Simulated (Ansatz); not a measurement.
`C[BH][SbH2]` + `N[SiH3]` → `[SiH3][NH][SbH2]` + `BC`  (cleavage of the Sb–B bond)

Isolated molecules relaxed with PBE0-D4/def2-TZVP in Ansatz; ΔE leaves out vibrations. CCSD(T)/CBS adds triple-zeta CCSD(T) − MP2 to the extrapolated MP2 energy (def2 sets, frozen cores). This one scheme is used for every species. Functionals use def2-TZVPP. def2 core potentials past Kr. For Sb outer-core shells are correlated without core-valence functions, which leaves a few kJ/mol of doubt a bond.

`C[BH][SbH2]`:

Cartesian coordinates in Å:
```
C -0.200 0.847 1.032
B 0.433 -0.389 0.341
Sb -0.537 -1.508 -1.323
H 0.427 1.700 0.726
H -0.109 0.808 2.122
H -1.227 1.086 0.755
H 1.474 -0.825 0.743
H 0.869 -1.599 -2.279
H -1.129 -0.120 -2.116
```

`N[SiH3]`:

```xyz
7

N     0.714   -0.535    0.585
Si   -0.449    0.399   -0.273
H     1.680   -0.509    0.302
H     0.466   -1.452    0.920
H     0.079    1.782   -0.397
H    -0.781   -0.075   -1.650
H    -1.709    0.392    0.513
```

`[SiH3][NH][SbH2]`:

```xyz
9

Si    0.414    1.049   -0.469
N    -0.001   -0.602   -0.713
Sb   -0.718   -1.873    0.694
H    -0.755    1.921   -0.151
H     1.059    1.573   -1.705
H     1.355    1.141    0.678
H    -0.206   -0.905   -1.653
H    -1.701   -0.726    1.515
H     0.553   -1.578    1.804
```

`BC`:

Cartesian coordinates in Å:
```
B -0.846 -0.212 -0.111
C 0.650 0.102 0.135
H -1.184 -0.944 -0.998
H -1.702 0.320 0.538
H 1.348 -0.670 -0.194
H 0.838 0.973 -0.517
H 0.896 0.431 1.147
```

Task: Is it downhill or uphill in electronic energy at CCSD(T)/CBS, and by how much? (An estimate is asked.)

Result: Ansatz gave: Uphill: ΔE = +5.9 kcal/mol.

Task: What do these levels give: r2SCAN-D4, ωB97M-V, PBE0, r2SCAN0, LC-ωPBE, CCSD/CBS(def2)? (Estimate.)

Result: Computed: r2SCAN-D4 6.9, ωB97M-V 5.4, PBE0 8.2, r2SCAN0 7.5, LC-ωPBE 6.7, CCSD/CBS(def2) 5.8 kcal/mol.

Largest T1 diagnostic among the species: 0.014.

At CCSD(T), def2-SVP lies +1.3 kcal/mol from the extrapolated value and def2-TZVPP +0.0 kcal/mol. The D4 term adds −0.9 kcal/mol with B3LYP and −0.5 kcal/mol with PBE0; it sums over pairs of atoms, weighted by their polarisabilities, and B3LYP, whose exchange is more repulsive, gets the larger term. In def2-TZVPP, CCSD(T) changes the Hartree–Fock value by +2.1 kcal/mol (the triples alone add +0.1 kcal/mol) and MP2 by +2.0 kcal/mol.

B3LYP here is the variant with VWN-RPA as its local correlation; programs differ in this.
